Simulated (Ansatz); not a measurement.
Total energies of bis(tert-butylamino)silane (BTBAS).

| atom | x (Å) | y (Å) | z (Å) |
| --- | --- | --- | --- |
| C1 | 0.6684 | 1.8783 | -2.9635 |
| C2 | 1.5754 | 1.3215 | -1.8640 |
| C3 | 2.0624 | 2.4615 | -0.9783 |
| C4 | 2.7793 | 0.6334 | -2.4989 |
| N5 | 0.8713 | 0.3269 | -1.0555 |
| Si6 | -0.3635 | 0.5472 | 0.1224 |
| N7 | -0.4579 | -0.9944 | 0.8803 |
| C8 | -1.4524 | -1.5133 | 1.8180 |
| C9 | -2.8553 | -1.1924 | 1.3187 |
| C10 | -1.2805 | -3.0273 | 1.8869 |
| C11 | -1.2557 | -0.9146 | 3.2123 |
| H12 | 1.1968 | 2.6048 | -3.5871 |
| H13 | 0.3097 | 1.0727 | -3.6099 |
| H14 | -0.2040 | 2.3728 | -2.5286 |
| H15 | 2.6783 | 2.0778 | -0.1621 |
| H16 | 2.6597 | 3.1621 | -1.5661 |
| H17 | 1.2298 | 3.0167 | -0.5417 |
| H18 | 3.3432 | 1.3290 | -3.1248 |
| H19 | 3.4438 | 0.2400 | -1.7268 |
| H20 | 2.4589 | -0.2003 | -3.1317 |
| H21 | 0.7636 | -0.5426 | -1.5621 |
| H22 | 0.0365 | 1.6918 | 0.9929 |
| H23 | -1.7216 | 0.8842 | -0.3968 |
| H24 | 0.4577 | -1.3815 | 1.0705 |
| H25 | -3.0416 | -0.1165 | 1.3040 |
| H26 | -3.0006 | -1.5749 | 0.3062 |
| H27 | -3.5987 | -1.6510 | 1.9745 |
| H28 | -1.4309 | -3.4726 | 0.9012 |
| H29 | -1.9943 | -3.4718 | 2.5846 |
| H30 | -0.2737 | -3.2869 | 2.2290 |
| H31 | -1.3690 | 0.1721 | 3.1835 |
| H32 | -1.9821 | -1.3151 | 3.9250 |
| H33 | -0.2533 | -1.1375 | 3.5880 |

The species carries charge 0 and has multiplicity 1. All single points use the PBE0-D4/def2-TZVP geometry. It is one conformer, not always the lowest. Basis def2-TZVPP, Ansatz.

RPA on PBE orbitals: Hartree–Fock energy of these orbitals -713.69987 Eh, correlation -3.29109 Eh (frozen core).

```tsv
functional	kind	energy without D4 (Eh)	D4 term (kJ/mol)
LDA (SPW92)	LDA	-712.25158	–
PBE	GGA	-716.57483	-87.6
revPBE	GGA	-717.10607	-273.2
r2SCAN	meta-GGA	-717.03898	-24.7
B97M-V	meta-GGA with VV10	-717.25399	–
PBE0	global hybrid, 25 % exact exchange	-716.68047	-74.9
r2SCANh	meta-GGA hybrid, 10 %	-717.02319	-25.9
BHLYP	global hybrid, 50 %	-717.05481	-98.9
CAM-B3LYP	range-separated hybrid	-717.09649	-75.5
LC-ωPBE	long-range corrected hybrid	-716.98477	–
ωB97X-V	range-separated hybrid GGA with VV10	-717.17158	–
ωB97M-V	range-separated hybrid meta-GGA with VV10	-717.07961	–
B2PLYP	double hybrid	-716.80837	–
PBE-QIDH	double hybrid	-716.55279	–
```

Problem. Give the same for BLYP, B3LYP, r2SCAN0, HSE06 (plane-wave form). (Best estimate.)

Solution. Computed: 
```
             functional                   kind  energy without D4 (Eh)  D4 term (kJ/mol)
                   BLYP                    GGA              -717.06710            -189.2
                  B3LYP    global hybrid, 20 %              -717.36203            -137.8
                r2SCAN0  meta-GGA hybrid, 25 %              -717.00176             -28.2
HSE06 (plane-wave form)        screened hybrid              -716.64741             -69.6
```

B3LYP takes the VWN-RPA correlation (the form of Gaussian; ORCA's B3LYP/G). HSE06 is the plane-wave form, built on full-range PBE exchange. The double hybrids freeze the cores in their second-order part.

LC-ωPBE has ω = 0.4 bohr⁻¹.
